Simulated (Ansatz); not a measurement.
C26H20N2⁺, that is BCP with one electron fewer, relaxed as a doublet with UKS PBE-D4/def2-SVP in Ansatz, starting from the PBE-D4/def2-SVP geometry of the neutral singlet. Force threshold 0.03 eV/Å.

Single mean-field runs in def2-SVP are fitted with def2-universal-jkfit.

Start:

```
atom    x (Å)    y (Å)    z (Å)
  C1   2.4392  -4.6346  -0.8645
  C2   1.8335  -3.3762  -0.2960
  C3   1.9201  -3.1061   1.0994
  C4   1.3610  -1.9445   1.6201
  C5   1.4467  -1.6519   3.0805
  C6   0.4461  -2.1099   3.9620
  C7   0.5380  -1.8526   5.3381
  C8   1.6291  -1.1330   5.8500
  C9   2.6275  -0.6699   4.9787
 C10   2.5369  -0.9261   3.6024
 C11   0.7061  -1.0455   0.7197
 C12   0.0970   0.1782   1.1578
 C13  -0.5238   1.0184   0.2647
 C14  -0.5818   0.6977  -1.1332
 C15  -1.2192   1.5476  -2.0919
 C16  -1.8652   2.8286  -1.6825
 C17  -1.1277   4.0301  -1.6693
 C18  -1.7416   5.2378  -1.3048
 C19  -3.0987   5.2596  -0.9467
 C20  -3.8391   4.0671  -0.9530
 C21  -3.2267   2.8586  -1.3173
 C22  -1.2233   1.1497  -3.4241
 C23  -0.6044  -0.0748  -3.8048
 C24  -0.6073  -0.5099  -5.2485
 N25  -0.0088  -0.8733  -2.9232
 C26   0.0125  -0.5143  -1.6177
 C27   0.6728  -1.4084  -0.6673
 N28   1.2277  -2.5484  -1.1429
 H29   1.9900  -5.5403  -0.4054
 H30   3.5307  -4.6811  -0.6664
 H31   2.2688  -4.6606  -1.9559
 H32   2.4299  -3.8149   1.7704
 H33  -0.4086  -2.6742   3.5585
 H34  -0.2487  -2.2187   6.0156
 H35   1.7017  -0.9330   6.9299
 H36   3.4862  -0.1051   5.3734
 H37   3.3189  -0.5641   2.9174
 H38   0.1354   0.4337   2.2270
 H39  -0.9875   1.9537   0.6114
 H40  -0.0636   4.0109  -1.9508
 H41  -1.1549   6.1693  -1.3022
 H42  -3.5802   6.2077  -0.6626
 H43  -4.9038   4.0768  -0.6733
 H44  -3.8055   1.9223  -1.3232
 H45  -1.7069   1.7853  -4.1821
 H46  -1.6430  -0.6245  -5.6319
 H47  -0.1055   0.2394  -5.8962
 H48  -0.0799  -1.4767  -5.3391
```

| step | energy (eV) | largest force component (eV/Å) | SCF passes |
| --- | --- | --- | --- |
| 1 | -30203.7199 | 0.758 | 67 |
| 2 | -30203.8334 | 0.418 | 35 |
| 3 | -30203.8616 | 0.169 | 29 |
| 4 | -30203.8854 | 0.139 | 32 |
| 5 | -30203.9117 | 0.266 | 29 |
| 6 | -30203.9381 | 0.295 | 29 |
| 7 | -30203.9847 | 0.258 | 25 |
| 8 | -30204.0345 | 0.280 | 28 |
| 9 | -30204.0704 | 0.251 | 25 |
| 10 | -30204.1025 | 0.133 | 28 |
| 11 (rejected) | -30204.1015 | 0.196 | 26 |
| 12 | -30204.1182 | 0.027 | 25 |
| 13 | -30204.1228 | 0.042 | 25 |
| 14 | -30204.1257 | 0.038 | 24 |
| 15 | -30204.1266 | 0.015 | 25 |
| 16 | -30204.1271 | 0.013 | 25 |

Force components are those of the run's own axes.

End:

Cartesian coordinates in Å:
```
C 2.146 -4.709 -0.843
C 1.563 -3.466 -0.239
C 1.586 -3.249 1.166
C 1.186 -2.023 1.706
C 1.356 -1.765 3.148
C 0.982 -2.754 4.091
C 1.153 -2.528 5.460
C 1.726 -1.325 5.911
C 2.123 -0.345 4.985
C 1.938 -0.558 3.615
C 0.641 -1.042 0.798
C 0.036 0.178 1.210
C -0.492 1.082 0.291
C -0.554 0.786 -1.099
C -1.070 1.692 -2.097
C -1.776 2.940 -1.751
C -1.472 4.139 -2.443
C -2.145 5.325 -2.135
C -3.151 5.332 -1.152
C -3.479 4.145 -0.474
C -2.797 2.959 -0.765
C -0.904 1.336 -3.439
C -0.354 0.074 -3.792
C -0.327 -0.390 -5.218
N 0.137 -0.746 -2.858
C 0.036 -0.440 -1.556
C 0.608 -1.374 -0.598
N 1.039 -2.555 -1.065
H 1.513 -5.587 -0.591
H 3.158 -4.916 -0.440
H 2.192 -4.616 -1.942
H 2.021 -4.020 1.819
H 0.518 -3.689 3.742
H 0.838 -3.294 6.184
H 1.869 -1.154 6.989
H 2.593 0.586 5.336
H 2.292 0.192 2.893
H -0.037 0.398 2.285
H -0.849 2.061 0.643
H -0.674 4.140 -3.200
H -1.885 6.254 -2.664
H -3.686 6.264 -0.919
H -4.281 4.144 0.278
H -3.089 2.023 -0.264
H -1.294 1.990 -4.232
H -1.316 -0.261 -5.701
H 0.399 0.217 -5.802
H -0.019 -1.449 -5.271
```

By distances, no bond broke or formed. The bond that changes most is C12–C13, from 1.37 to 1.39 Å (atoms count from 1).

The force fell under the threshold at step 12, but the optimiser went on and released 0.009 eV more. No frequencies were taken in this run, so the end may be a saddle point.

Run time 84 s (2 threads of AMD EPYC 7R13 on a shared host and a share (18 GiB) of an NVIDIA H100 80GB HBM3).
